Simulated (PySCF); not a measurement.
Spin-rotation constants: SMILES CCCS[SiH2]N[SiH3], C$_{3}$H$_{13}$NSSi$_{2}$

Cartesian coordinates in Å; atom numbers follow the order of the lines, from 1:
```xyz
20

C    -3.559   -0.214   -0.992
C    -2.221   -0.592   -0.366
C    -1.736    0.486    0.588
S    -0.211    0.012    1.468
Si    1.228    0.151   -0.109
N     2.740    0.164    0.701
Si    4.314    0.028   -0.009
H    -3.891   -0.994   -1.671
H    -3.470    0.716   -1.550
H    -4.316   -0.082   -0.223
H    -2.322   -1.530    0.184
H    -1.478   -0.742   -1.152
H    -1.546    1.423    0.064
H    -2.472    0.663    1.372
H     0.984    1.400   -0.831
H     1.110   -0.994   -1.011
H     2.697    0.108    1.706
H     5.250    0.509    1.004
H     4.601   -1.361   -0.376
H     4.293    0.859   -1.210
```

Computed with GIAO B3LYP/pcSseg-1 magnetisability, rotational g tensor and spin-rotation constants, non-relativistic, gas phase (PySCF 2.14.0). Geometry: GFN2-xTB.

**Question.** Give the nuclear spin-rotation constants along the inertial axes (H = +C I·J) beside the isotropic shieldings.

**Answer.** Rotational constants 4.3060, 0.4969, 0.4609 GHz. A star marks the isotopologue with that one atom substituted, in its own axes.
```
atom  isotope  Caa (kHz)  Cbb (kHz)  Ccc (kHz)  mean (kHz)  σ (ppm)
  N6      14N      0.138      0.007      0.015       0.053    266.7
  H8       1H     -0.406     -0.022     -0.027      -0.152     30.6
  H9       1H     -0.479     -0.047      0.000      -0.175     31.0
 H10       1H     -0.209     -0.018     -0.055      -0.094     30.9
 H11       1H     -0.475     -0.046      0.006      -0.172     30.2
 H12       1H     -0.197     -0.015     -0.055      -0.089     30.4
 H13       1H     -0.430     -0.046      0.006      -0.157     29.3
 H14       1H     -0.211     -0.012     -0.051      -0.091     29.5
 H15       1H     -0.321     -0.036      0.012      -0.115     26.6
 H16       1H     -0.327     -0.008     -0.011      -0.115     26.3
 H17       1H     -0.504     -0.002     -0.065      -0.190     32.2
 H18       1H     -0.128     -0.009     -0.040      -0.059     27.2
 H19       1H     -0.367     -0.035      0.012      -0.130     27.1
 H20       1H     -0.365     -0.008     -0.015      -0.130     27.2
  C1     13C*      0.593      0.074      0.071       0.246    164.6
  C2     13C*      0.771      0.088      0.079       0.313    146.3
  C3     13C*      0.761      0.089      0.083       0.311    144.5
  S4     33S*      0.466      0.118      0.114       0.233    626.5
 Si5    29Si*     -2.509     -0.330     -0.292      -1.044    355.5
 Si7    29Si*     -2.295     -0.298     -0.269      -0.954    397.1
```
For the geometry as given, no vibrational averaging.

**Question.** How do the rotational constants and the g tensor change when H8, H9, H10, H11, H12, H13, H14, H15, H16, H17, H18, H19, H20 are replaced by deuterium?

**Answer.** Constants 3.4326, 0.4299, 0.4010 GHz; g -0.0375, -0.0052, -0.0047, against -0.0469, -0.0060, -0.0054 before.
